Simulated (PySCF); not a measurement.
Start geometry of `N[SiH2][O][GeH3]` from GFN2-xTB (Å):
```
atom  x, y, z in Å
N1    -1.692    0.298   -0.691
Si2   -1.002   -0.647    0.536
O3     0.569   -0.279    0.610
Ge4    1.979    0.266   -0.302
H5    -1.425    1.279   -0.793
H6    -2.708    0.254   -0.852
H7    -1.408   -0.396    1.919
H8    -1.149   -2.021    0.095
H9     1.878   -0.317   -1.657
H10    3.121   -0.226    0.495
H11    1.875    1.762   -0.334
```

Q: What comes out of this run: PBE0-D3(BJ)/def2-SVP geometry optimisation, gas phase (PySCF 2.14.0)?

A: 
```
atom  x, y, z in Å
N1    -1.637    0.443   -0.508
Si2   -0.957   -0.642    0.642
O3     0.695   -0.498    0.779
Ge4    1.866    0.222   -0.349
H5    -1.870    1.407   -0.308
H6    -1.834    0.184   -1.466
H7    -1.524   -0.354    1.989
H8    -1.289   -2.022    0.182
H9     1.633   -0.337   -1.768
H10    3.249   -0.183    0.179
H11    1.703    1.754   -0.348
```

The energy falls by 37.1 kJ/mol over 16 energy and gradient evaluations, the largest force component goes from 0.0272 to 4.0e-04 Eh/bohr, and the atoms move by 0.428 Å rms after alignment. The bond that changes most is Ge4–H9 (ends: germanium bonded to O and 3 H; Ge–H hydrogen), which lengthens by 0.064 Å. Bonds longer at the end by more than 0.005 Å: 8 of 10; shorter: 2. Among the angles that change most is Si2–O3–Ge4, from 145.5° to 129.5°. Among the dihedrals that turn most is H6–N1–Si2–H8, from 68° to -24°. Rotational constants go from 9848, 1510, 1360 to 8384, 1648, 1441 MHz. The orientation of the end geometry is arbitrary; only internal coordinates are fixed.

The run used 113 basis functions and 112 SCF cycles in all.

Whether it is a minimum is left open (no frequencies). One conformer, not necessarily the lowest.
